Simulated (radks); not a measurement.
Results of a calculation; reference values are marked as such.
Q: As27+, 6 electrons, occupied as [He] 2s2 2p2. Level of theory: Dirac Kohn-Sham, PBE, spin-unpolarised, spherical densities, point nucleus; open shells are shared between the two j in proportion to 2j + 1 (a radial shooting solver on a logarithmic mesh with Libxc functionals). Some entries of the table are withheld. Estimate them.

orbital      occ.  eigenvalue (eV)  <r> (bohr)
1s1/2           2        -13504.77     0.04532
2s1/2           2              (1)      0.1904
2p1/2    0.666667        -2876.613         (2)
2p3/2     1.33333        -2833.344         (3)
3s1/2           0        -1242.650      0.4471
3p1/2           0        -1209.970      0.4231
3p3/2           0        -1198.180      0.4276

A: 
(1) 2s1/2 eigenvalue (eV): -2977.130
(2) 2p1/2 <r> (bohr): 0.1616
(3) 2p3/2 <r> (bohr): 0.1648
